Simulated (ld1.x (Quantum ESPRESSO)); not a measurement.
**u(r) = r·R(r): atom against pseudo-atom (strontium (Sr))**

Columns: radius, all-electron u(r) and pseudo u(r) of the 4p shell (level -22.84 eV) of strontium in the configuration [Ar] 3d10 4s2 4p6 4d0 5s2 5p0; revPBE, scalar-relativistic, RRKJ scheme, ld1.x (Quantum ESPRESSO) 7.5.

| r (bohr) | all-electron | pseudo |
| --- | --- | --- |
| 0.208 | -0.1133 | 0.0529 |
| 0.416 | -0.4101 | 0.1984 |
| 0.624 | 0.0279 | 0.4003 |
| 0.832 | 0.4942 | 0.6083 |
| 1.040 | 0.7778 | 0.7727 |
| 1.248 | 0.8881 | 0.8601 |
| 1.456 | 0.8798 | 0.8634 |
| 1.664 | 0.8051 | 0.8004 |
| 1.872 | 0.7015 | 0.7010 |
| 2.080 | 0.5918 | 0.5918 |
| 2.288 | 0.4883 | 0.4883 |
| 2.496 | 0.3969 | 0.3969 |
| 2.704 | 0.3190 | 0.3190 |
| 2.912 | 0.2546 | 0.2546 |
| 3.120 | 0.2021 | 0.2021 |
| 3.328 | 0.1600 | 0.1600 |
| 3.536 | 0.1263 | 0.1263 |
| 3.744 | 0.0995 | 0.0995 |
| 3.952 | 0.0782 | 0.0782 |
| 4.160 | 0.0613 | 0.0613 |
| 4.368 | 0.0480 | 0.0480 |
| 4.576 | 0.0375 | 0.0375 |
| 4.784 | 0.0292 | 0.0292 |
| 4.992 | 0.0227 | 0.0227 |
| 5.200 | 0.0176 | 0.0176 |
| 5.408 | 0.0136 | 0.0136 |

**Question.** How many radial nodes do the two functions have?

**Answer.** The all-electron 4p function has n − l − 1 = 2 (the table is too coarse to show those close to the nucleus); the pseudo-wave has 0, since the states of the same l below it are removed with the core.

**Question.** At about which radius was the pseudo-wave matched?

**Answer.** 2.20 bohr, where the columns begin to agree (steps of 0.21 bohr).

**Question.** Where does each function peak?

**Answer.** Outermost all-electron maximum near 1.25 bohr, pseudo maximum near 1.46 bohr (to the table’s step).

**Question.** Is the pseudo-wave norm-conserving?

**Answer.** Yes: the RRKJ scheme keeps the norm inside the radius equal to the all-electron one, which fixes the energy derivative of the logarithmic derivative at the level.
